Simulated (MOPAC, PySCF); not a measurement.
C8H7ClSSi, SMILES `[SiH3]c1cc(Cl)c2ccsc2c1`, neutral singlet in the gas phase. 

Cartesian coordinates (Å):
SMILES: c1c2c(c(Cl)cc1[SiH3])ccs2
```xyz
18

Si    -3.2659    -0.2872    -0.2488
C     -1.4057    -0.0429    -0.1409
C     -0.8699     1.2559     0.0169
C      0.4960     1.4592     0.0986
Cl     1.1253     3.0613     0.2923
C      1.3891     0.3728     0.0267
C      2.8200     0.3472     0.0884
C      3.3147    -0.9162    -0.0205
S      2.0884    -2.1241    -0.1985
C      0.8362    -0.9204    -0.1314
C     -0.5426    -1.1355    -0.2155
H     -3.5512    -1.7445    -0.4114
H     -3.9388     0.2143     0.9889
H     -3.8317     0.4609    -1.4133
H     -1.5269     2.1267     0.0771
H      3.4338     1.2394     0.2077
H      4.3617    -1.2179    -0.0054
H     -0.9325    -2.1490    -0.3366
```
Charge 0, spin multiplicity 1.

All levels are single points at this geometry (PBE0-D3(BJ)/def2-SVP); Pople sets use spherical d functions. Orbital energies aren't observables, and empty levels follow the basis.

B3LYP/6-311+G** in PySCF gives gap (eV) = 4.85.

Problem. Estimate the gap (eV) from each of these levels: PBE0-D3(BJ)/def2-TZVP in PySCF; B3LYP/3-21G in PySCF; B3LYP/6-31G* in PySCF; BP86/6-31G* in PySCF; M06-2X/6-31G* in PySCF; AM1 in MOPAC; PM3 in MOPAC; PM7 in MOPAC.

Solution. 
| level | gap (eV) |
|---|---|
| PBE0-D3(BJ)/def2-TZVP in PySCF | 5.17 |
| B3LYP/3-21G in PySCF | 5.07 |
| B3LYP/6-31G* in PySCF | 4.94 |
| BP86/6-31G* in PySCF | 3.57 |
| M06-2X/6-31G* in PySCF | 7.05 |
| AM1 in MOPAC | 8.06 |
| PM3 in MOPAC | 8.04 |
| PM7 in MOPAC | 7.80 |
